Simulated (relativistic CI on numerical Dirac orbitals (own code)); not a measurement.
# Hyperfine structure of Eu33+, mass number 153

Calculated at this level of theory: Dirac-Coulomb-Breit CI, KLI orbitals optimised for each configuration, QED by a radiative potential, unscaled Slater integrals (own radial code, finite nucleus).

CI space (outside the closed core [Ar] 3d10): 4s², 4s4p, 4p², 4s4d, 4d², 4s4f, 4p4d, 4f², 4p4f, 4d4f, 4s5s, 4s5p, 4s5d, 4s5f, 4s5g, 4s6s. Levels of other configurations are missing.

Nuclear spin I = 5/2, μ = 1.5294 μN, Q = 2.41 b (tables of Stone and Pyykkö). The electronic factors are computed for point nuclear moments, without core polarisation or the Bohr-Weisskopf and QED corrections.

```json
{"Level": "4s4p ³P°1", "E (eV)": "67.814", "A (GHz)": "284.1", "B (GHz)": "-41.2"}
{"Level": "4s4p ³P°2", "E (eV)": "104.987", "A (GHz)": "128.8", "B (GHz)": "148"}
{"Level": "4s4p ¹P°1", "E (eV)": "119.884", "A (GHz)": "-76.13", "B (GHz)": "113"}
{"Level": "4p² ³P1", "E (eV)": "182.944", "A (GHz)": "-11.42", "B (GHz)": "74.3"}
{"Level": "4p² ¹D2", "E (eV)": "183.827", "A (GHz)": "48.27", "B (GHz)": "135"}
{"Level": "4p² ³P2", "E (eV)": "222.282", "A (GHz)": "37.65", "B (GHz)": "-27.8"}
{"Level": "4s4d ³D1", "E (eV)": "226.156", "A (GHz)": "-102.8", "B (GHz)": "12.2"}
{"Level": "4s4d ³D2", "E (eV)": "229.260", "A (GHz)": "54.88", "B (GHz)": "22.5"}
```

Levels with J = 0, under 50 % of one LS term, or S terms without an open s electron are left out. Small factors come from cancelling terms and can be off by tens of per cent or more.

At this charge energies of transitions that change n are usually good to better than 1 %, and those within a shell (Δn = 0) to a few per cent.

**Question.** Give the hyperfine levels of 4s4p ³P°1 relative to its centre of gravity.

**Answer.** With K = F(F + 1) − I(I + 1) − J(J + 1), E = AK/2 + B[¾K(K + 1) − I(I + 1)J(J + 1)]/[2I(2I − 1)J(2J − 1)]: F = 3/2: -1023, F = 5/2: -251.2, F = 7/2: 700 GHz.

LS names give the leading component of a level, which can be under half, so a name can repeat, a term be missing and a line seem to break the LS rules.
